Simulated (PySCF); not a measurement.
InP, triplet, at a GFN2-xTB geometry (such geometries of metal compounds can be far from the true shape) (core potentials on In). Base run: HF/def2-SVP (PySCF).

The PySCF input:
```python
from pyscf import gto, scf

mol = gto.M(
    atom='''
In   -0.000000   -0.000000   -0.613897
P     0.000000    0.000000    2.005398
''',
    basis='def2-svp',
    ecp={'In': 'def2-svp'},
    charge=0,
    spin=2,
    verbose=4,
)

mf = scf.UHF(mol)
mf.kernel()
mf.analyze()
```

Each row names what was changed in the base input (with any setting that the change needs).

```json
[
 {"change": "base", "basis functions": "44", "E (Eh)": "-529.82970", "HOMO (eV)": "-6.90", "dipole (D)": "1.80"},
 {"change": "basis = jorge-DZP-DKH; relativity = spin-free X2C; nucleus = Gaussian (with nucmod='G'; without ecp={'In': 'def2-svp'})", "basis functions": "72", "E (Eh)": "-6214.60395", "HOMO (eV)": "-6.96", "dipole (D)": "2.51"},
 {"change": "basis = x2c-SVPall; relativity = spin-free X2C; nucleus = Gaussian (with nucmod='G'; without ecp={'In': 'def2-svp'})", "basis functions": "54", "E (Eh)": "-6219.02094", "HOMO (eV)": "-6.20", "dipole (D)": "2.99"},
 {"change": "basis = jorge-DZP-DKH; relativity = spin-free X2C (without ecp={'In': 'def2-svp'})", "basis functions": "72", "E (Eh)": "-6214.72913", "HOMO (eV)": "-6.96", "dipole (D)": "2.51"},
 {"change": "basis = x2c-TZVPall; relativity = spin-free X2C; nucleus = Gaussian (with nucmod='G'; without ecp={'In': 'def2-svp'})", "basis functions": "97", "E (Eh)": "-6219.77639", "HOMO (eV)": "-6.68", "dipole (D)": "3.78"},
 {"change": "basis = x2c-TZVPall; relativity = none (without ecp={'In': 'def2-svp'})", "basis functions": "97", "E (Eh)": "-5974.24107", "HOMO (eV)": "-6.71", "dipole (D)": "3.37"},
 {"change": "basis = x2c-TZVPall; relativity = spin-free X2C (without ecp={'In': 'def2-svp'})", "basis functions": "97", "E (Eh)": "-6219.90071", "HOMO (eV)": "-6.68", "dipole (D)": "3.78"},
 {"change": "basis = jorge-DZP-DKH; relativity = none (without ecp={'In': 'def2-svp'})", "basis functions": "72", "E (Eh)": "-6020.02087", "HOMO (eV)": "-7.05", "dipole (D)": "2.02"},
 {"change": "basis = x2c-SVPall; relativity = spin-free X2C (without ecp={'In': 'def2-svp'})", "basis functions": "54", "E (Eh)": "-6219.13143", "HOMO (eV)": "-6.20", "dipole (D)": "2.99"},
 {"change": "basis = x2c-SVPall; relativity = none (without ecp={'In': 'def2-svp'})", "basis functions": "54", "E (Eh)": "-5962.25563", "HOMO (eV)": "-6.33", "dipole (D)": "1.21"}
]
```

Totals shift with the method and basis; they matter in differences.

Open shells are given as the SCF converged; they aren't shown to be the lowest states, and a large step between rows can be another state.

Basis sets contracted for a relativistic Hamiltonian are a mismatch without it, so the rows without relativity aren't non-relativistic limits. No row has spin-orbit coupling; sets with core potentials leave out the core electrons.
